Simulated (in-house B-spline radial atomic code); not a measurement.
Successive ionisation energies of germanium; each step leads to the configuration of the next row (after the last: [Ne] 3s2 3p1). NIST's values go from ground level to ground level; the uncertainty of those that are theory runs from under 0.1 % in few-electron ions to several per cent in heavy many-electron ones. Computed with an all-electron radial atomic-structure program (B-spline basis): non-relativistic Hartree-Fock, average of the configuration, point nuclei.

This level leaves out relativity, spin-orbit splitting included, which matters for heavy ions.

| ion | configuration | ionisation energy (eV) | tabulated value (eV) | computed minus tabulated (eV) | highest orbital | largest mean radius (bohr) |
| --- | --- | --- | --- | --- | --- | --- |
| Ge | [Ar] 3d10 4s2 4p2 | 6.9 | 7.899435 | -1.0 | 4p | 2.9039 |
| Ge+ | [Ar] 3d10 4s2 4p1 | 15.2 | 15.93461 | -0.8 | 4p | 2.591 |
| Ge2+ | [Ar] 3d10 4s2 | 31.7 | 34.0576 | -2.3 | 4s | 2.0287 |
| Ge3+ | [Ar] 3d10 4s1 | 44.0 | 45.7155 | -1.7 | 4s | 1.9234 |
| Ge4+ | [Ar] 3d10 | 89.0 | 90.5 | -1.5 | 3d | 0.70783 |
| Ge5+ | [Ar] 3d9 | 116.9 | 115.9 | 1.0 | 3d | 0.67721 |
| Ge6+ | [Ar] 3d8 | 146.8 | 144.9 | 1.9 | 3d | 0.65059 |
| Ge7+ | [Ar] 3d7 | 178.6 | 176.4 | 2.2 | 3d | 0.62699 |
| Ge8+ | [Ar] 3d6 | 212.4 | 212.5 | -0.1 | 3d | 0.61174 |
| Ge9+ | [Ar] 3d5 | 247.9 | 252.1 | -4.2 | 3d | 0.60199 |
| Ge10+ | [Ar] 3d4 | 285.2 | 286 | -0.8 | 3d | 0.5923 |
| Ge11+ | [Ar] 3d3 | 324.2 | 326 | -1.8 | 3d | 0.58353 |
| Ge12+ | [Ar] 3d2 | 364.9 | 367 | -2.1 | 3d | 0.57593 |
| Ge13+ | [Ar] 3d1 | 407.2 | 407 | 0.2 | 3d | 0.56838 |
| Ge14+ | [Ne] 3s2 3p6 | 526.8 | 527.9 | -1.1 | 3p | 0.56088 |
| Ge15+ | [Ne] 3s2 3p5 | 567.7 | 567.3 | 0.4 | 3p | 0.55488 |
| Ge16+ | [Ne] 3s2 3p4 | 609.4 | 609.1 | 0.3 | 3p | 0.54902 |
| Ge17+ | [Ne] 3s2 3p3 | 652.1 | 662.8 | -10.7 | 3p | 0.54329 |
| Ge18+ | [Ne] 3s2 3p2 | 695.7 | 706.7 | -11.0 | 3p | 0.53769 |

Q: Where is the largest jump?

A: From Ge to Ge+, by a factor of 2.19 (6.9085 to 15.151 eV); the highest orbital goes from 4p to 4p.

Q: How far is this level of theory from the measured and semi-empirical values?

A: Over those 11 rows the differences run from -11 to +0.969 eV (mean absolute value 2.9 eV). The calculation leaves out relativity, correlation and, in open shells, the multiplet splittings that an average leaves out.
